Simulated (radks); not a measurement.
The numbers below are computed, except where a source is named.
Spherical jellium clusters: N electrons in a uniform positive sphere of charge N and radius rs N^(1/3), rs = 4.54 bohr. Level of theory: non-relativistic Kohn-Sham, PBEsol, spin-polarised, spherical densities (a radial shooting solver with Libxc functionals). Levels are named by radial order and angular momentum (1s, 1p, 1d, 2s, ...), and open shells are averaged over m.

N = 11, configuration 1s2 1p6 1d(up 3, down 0). This is the lowest configuration that the search found. Occupied levels:

| level | occupation | eigenvalue (eV) | <r> (bohr) |
|---|---|---|---|
| 1s up | 1 | -4.2018 | 6.729 |
| 1s down | 1 | -4.0375 | 6.185 |
| 1p up | 3 | -3.4248 | 7.849 |
| 1p down | 3 | -3.1173 | 7.567 |
| 1d up | 3 | -2.4139 | 8.769 |

Energy (eV): total -19.3928, kinetic 15.773, external -385.77, Hartree 190.63, exchange-correlation -35.692, background 195.66.

Electron density:

| r (bohr) | n(r) (e/bohr^3) |
|---|---|
| 0.733 | 0.001473 |
| 1.55 | 0.001657 |
| 2.37 | 0.001946 |
| 3.18 | 0.002299 |
| 4.00 | 0.002658 |
| 4.82 | 0.002955 |
| 5.63 | 0.003114 |
| 6.45 | 0.003067 |
| 7.27 | 0.002780 |
| 8.08 | 0.002283 |
| 8.90 | 0.001676 |
| 9.72 | 0.001091 |
| 10.5 | 0.0006328 |
| 11.3 | 0.0003310 |
| 12.2 | 0.0001619 |
| 13.0 | 0.00007705 |
| 13.8 | 0.00003575 |
| 14.6 | 0.00001642 |
| 15.4 | 7.560e-06 |
| 16.2 | 3.428e-06 |
